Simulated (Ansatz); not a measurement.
(1) Predict a relaxed structure of B₄H₂⁻ (the lowest doublet isomer of a short search), charge -1, doublet, at PBE0-D4/def2-TZVPD (Ansatz).

Answers

(1) 
```xyz
6

B     0.230    1.268   -0.415
B     0.574   -0.288   -0.562
B    -0.229   -1.268    0.415
B    -0.574    0.288    0.562
H     0.431    2.388   -0.782
H    -0.431   -2.388    0.782
```
Point group D2h (tolerance 0.1 Å). This is one stationary point.

The structure comes from a short search, and lower isomers may exist.
